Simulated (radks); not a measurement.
The numbers below are computed, except where a source is named.
Mean orbital radii <r> (bohr) of neutral selenium, [Ar] 3d10 4s2 4p4, of relativity; Dirac values are averaged over j with weights 2j + 1. Spin-unpolarised spherical Kohn-Sham, PBEsol, point nucleus unless stated (finite: rms radius 4.14 fm), a radial shooting solver on a logarithmic mesh with Libxc functionals. A level marked "c x" has the speed of light scaled by that factor and shares open shells by 2j + 1; other Dirac levels either fill j = l - 1/2 first or share by 2j + 1.

| shell | non-rel. |
|---|---|
| 1s | 0.04502 |
| 2s | 0.2001 |
| 2p | 0.1729 |
| 3s | 0.5855 |
| 3p | 0.5946 |
| 3d | 0.6281 |
| 4s | 1.827 |
| 4p | 2.302 |

Give the values at the level "Dirac, 2j+1 shares".

Answer. 
shell  Dirac, 2j+1 shares  change of magnitude (%)
1s                0.04410                    -2.03
2s                 0.1958                    -2.16
2p                 0.1711                    -1.02
3s                 0.5744                    -1.90
3p                 0.5898                    -0.81
3d                 0.6309                    +0.45
4s                  1.795                    -1.76
4p                  2.297                    -0.23
